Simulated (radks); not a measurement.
Values are calculated unless marked as measured or tabulated.
Numerical settings for neutral magnesium, [Ne] 3s2. Level of theory: non-relativistic Kohn-Sham, BLYP, spin-polarised, spherical densities, point nucleus (a radial shooting solver on a logarithmic mesh with Libxc functionals). The defaults (mesh step 0.008 in ln r, mesh end at 40 bohr or more with all orbitals vanishing there, Anderson mixing 0.5 over 9 steps, residual threshold near 1e-9 with the energy settled to 1e-9 hartree or 1e-11 of itself, here a cap of 75 iterations) give E = -200.0926 hartree and 3s at -4.565 eV in 13 iterations. Times are rough (one thread of a shared host). Changes against that run (0 stands for a change within the tolerance of the run):

| setting | iterations | converged | E (mhartree) | e(3s) (meV) | CPU (s) |
|---|---|---|---|---|---|
| mesh step in ln r 0.03 | 13 | yes | 0 | 0 | 0.02 |
| mesh step in ln r 0.003 | 13 | yes | 0 | 0 | 0.21 |
| mesh step in ln r 0.02 | 13 | yes | 0 | 0 | 0.05 |
| mesh end (bohr) 3 | 13 | level above zero | +1.15e+03 | +2.09e+04 | 0.08 |
| mesh end (bohr) 8 | 13 | yes | +4.8 | +248 | 0.09 |
| residual threshold 1e-05 | 10 | yes | 0 | 0 | 0.07 |
| residual threshold 1e-16 | 75 | no | 0 | 0 | 0.26 |
| mixing 1.5 | 13 | yes | 0 | 0 | 0.08 |
| linear mixing, mixing 0.2 | 75 | no | 0 | 0 | 0.28 |
| linear mixing, mixing 1 | 75 | no | 0 | -0.00295 | 0.32 |
| mixing history 20 | 18 | yes | 0 | 0 | 0.09 |
| iteration cap 2 | 2 | no | +81 | -4.33e+03 | 0.02 |

Settled on a wrong energy, with an occupied level pushed above zero by the early mesh end: mesh end (bohr) 3 (+1.15 hartree). Apart from these: settings that end as converged yet miss the energy by more than 1 mhartree: mesh end (bohr) 8 (+0.0048 hartree). A mesh that ends early acts as a hard wall.
